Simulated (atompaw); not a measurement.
## An all-electron radial function and its pseudo partner (Li (Z = 3))

Columns: radius, all-electron u(r) and pseudo u(r) of the 2p shell (level -3.27 eV) of lithium in the configuration [He] 2s0.5 2p0; PBEsol, scalar-relativistic, PAW (atompaw) scheme, atompaw 4.2.0.5.

```json
{"r (bohr)": "0.115", "all-electron": "0.0069", "pseudo": "0.0010"}
{"r (bohr)": "0.231", "all-electron": "0.0239", "pseudo": "0.0041"}
{"r (bohr)": "0.346", "all-electron": "0.0466", "pseudo": "0.0093"}
{"r (bohr)": "0.462", "all-electron": "0.0729", "pseudo": "0.0167"}
{"r (bohr)": "0.577", "all-electron": "0.1006", "pseudo": "0.0262"}
{"r (bohr)": "0.692", "all-electron": "0.1290", "pseudo": "0.0380"}
{"r (bohr)": "0.808", "all-electron": "0.1576", "pseudo": "0.0523"}
{"r (bohr)": "0.923", "all-electron": "0.1854", "pseudo": "0.0688"}
{"r (bohr)": "1.038", "all-electron": "0.2123", "pseudo": "0.0878"}
{"r (bohr)": "1.154", "all-electron": "0.2385", "pseudo": "0.1094"}
{"r (bohr)": "1.269", "all-electron": "0.2633", "pseudo": "0.1332"}
{"r (bohr)": "1.385", "all-electron": "0.2870", "pseudo": "0.1596"}
{"r (bohr)": "1.500", "all-electron": "0.3091", "pseudo": "0.1877"}
{"r (bohr)": "1.615", "all-electron": "0.3298", "pseudo": "0.2176"}
{"r (bohr)": "1.731", "all-electron": "0.3492", "pseudo": "0.2491"}
{"r (bohr)": "1.846", "all-electron": "0.3671", "pseudo": "0.2810"}
{"r (bohr)": "1.962", "all-electron": "0.3841", "pseudo": "0.3132"}
{"r (bohr)": "2.077", "all-electron": "0.4001", "pseudo": "0.3443"}
{"r (bohr)": "2.192", "all-electron": "0.4149", "pseudo": "0.3736"}
{"r (bohr)": "2.308", "all-electron": "0.4284", "pseudo": "0.4003"}
{"r (bohr)": "2.423", "all-electron": "0.4404", "pseudo": "0.4232"}
{"r (bohr)": "2.538", "all-electron": "0.4508", "pseudo": "0.4420"}
{"r (bohr)": "2.654", "all-electron": "0.4599", "pseudo": "0.4564"}
{"r (bohr)": "2.769", "all-electron": "0.4674", "pseudo": "0.4665"}
{"r (bohr)": "2.885", "all-electron": "0.4735", "pseudo": "0.4735"}
{"r (bohr)": "3.000", "all-electron": "0.4781", "pseudo": "0.4781"}
```

(1) How many radial nodes do the two functions have?

(2) Is the pseudo-wave norm-conserving?

## Answers

(1) The all-electron 2p function has n − l − 1 = 0; the pseudo-wave has 0.

(2) No, it belongs to a PAW set: the norm inside the radius is not constrained, and the difference is carried by the augmentation charge.
